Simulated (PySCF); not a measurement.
C3H8OSi2, SMILES CO[Si@@H]1C=C[SiH2]1.

Coordinates come from a B3LYP-D3(BJ)/def2-SVP optimisation. The structure was generated by enumeration; whether it is a known compound was not checked. One conformer was computed; it need not be the lowest.

All values below come from B3LYP/def2-TZVP run with PySCF.

The molecule is in vacuum.

Computed frontier levels, gap, dipole moment and polarisability:
```yaml
highest_occupied_level: -7.25 eV
lowest_empty_level: -0.97 eV
orbital_gap: 6.28 eV
dipole_moment: 1.24 D
quadrupole, principal values (traceless, Buckingham form, about the centre of nuclear charge): -6.07, 0.24, 5.82 D·Å
mean_static_polarisability: 91.7 bohr³ (13.59 Å³)
polarisability_principal_values: 72.1, 86.8, 116.2 bohr³
```
